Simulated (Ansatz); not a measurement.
Cl2Si, triplet, at a GFN2-xTB geometry (the spin is typed, not shown lowest); MP2/def2-TZVPD (Ansatz, a quantum-chemistry and plane-wave program).

Input for Ansatz:
Ansatz 0.2 input:
```yaml
crystal:
  periodic: [false, false, false]
  atoms:
    - {symbol: Si, position_ang: [0.00116356, 0.00485476, 0.75153490]}
    - {symbol: Cl, position_ang: [1.13018859, 1.35003223, -0.31993995]}
    - {symbol: Cl, position_ang: [-1.13114682, -1.35403027, -0.29897114]}
basis:
  gaussian:
    orbitals: def2-TZVPD
magnetization: {spin_polarized: true, initial_magnetization: 2}
correlation: {method: mp2}
```

It wrote (shortened):

```
Functional definition: HF
802 factors; integrals over basis functions are off by at most 1.0e-3 eV
mean field evaluation 1: about -32869.1428 eV, gradient 1.1e1 eV
mean field evaluation 2: about -32869.3475 eV, gradient 1.1e1 eV
mean field evaluation 4: about -32870.7157 eV, gradient 2.4e0 eV
mean field evaluation 8: about -32870.8537 eV, gradient 4.0e-1 eV
mean field evaluation 16: about -32870.8589 eV, gradient 6.9e-6 eV
mean field -32870.85893429 eV, -1207.9817851666 hartree, gradient 6.9e-6 eV, S^2 2.007587; 0 other end points of the search recorded, 0 dependent functions left out
15 core orbitals not correlated
reference -32870.85893429 eV, -1207.9817851666 hartree; 10, 8 occupied and 110, 112 virtual orbitals, 802 factors
second order -12.00791326 eV of doubles, -0.00000000 eV of singles
Total energy: -32882.86684755 eV, -1208.4230678398 hartree
```
